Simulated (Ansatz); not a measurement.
Geometry optimisation, Ansatz 0.2.0, RKS PBE0/cc-pVDZ.

Input file:

```yaml
crystal:
  periodic: [false, false, false]
  atoms:
    - { symbol: Si, position_ang: [0.0, 0.0, 0.0] }
    - { symbol: H, position_ang: [0.6625, 0.0, 1.522] }
    - { symbol: Cl, position_ang: [2.2646, 0.0, 0.5484] }
    - { symbol: Cl, position_ang: [-1.0032, 1.7381, -0.7093] }
    - { symbol: Cl, position_ang: [-1.0032, -1.7381, -0.7093] }
basis:
  gaussian: { orbitals: cc-pVDZ }
hamiltonian:
  xc: pbe0
relax:
  f_tol: 0.15
  max_steps: 25
  restrain:
    - { distance: [1, 2], at: 2.57, k: 30.0 }
    - { distance: [0, 1], at: 1.46, k: 30.0 }
    - { distance: [0, 2], at: 2.13, k: 30.0 }
```

Command:

```bash
$ ansatz run input.yaml --threads 1 --pin off --max-ram 2048MiB --backend cpu --events-out ev --progress --plain --runs-dir out
```

Question: Where does it end, and by what steps?

Answer: The run converged. The restraints hold the end off the free minimum; the threshold counts their pulls, which the force column leaves out. Restrained pairs: H2–Cl3 (1.87 → 2.61 Å), Si1–H2 (1.66 → 1.46 Å), Si1–Cl3 (2.33 → 2.09 Å). After 5 steps the energy has fallen by 2.782 eV (the restraints' own energy left out); H2 moved furthest, 0.55 Å.

```csv
step,energy less start (eV),largest force component (eV/Å),accepted
0,0.0000,3.326,yes
1,-1.1114,2.267,yes
2,-2.0242,1.345,yes
3,-2.6970,0.892,yes
4,-2.7796,1.227,yes
5,-2.7820,1.136,yes
```

```xyz
5
Properties=species:S:1:pos:R:3
Si 0.092 0.000 0.205
H 0.128 0.000 1.661
Cl 2.179 0.000 0.051
Cl -0.739 1.675 -0.632
Cl -0.739 -1.675 -0.632
```

The run took 20 s on 1 thread of Arm Neoverse V2, with other jobs on the host, peak memory 0.17 GiB.
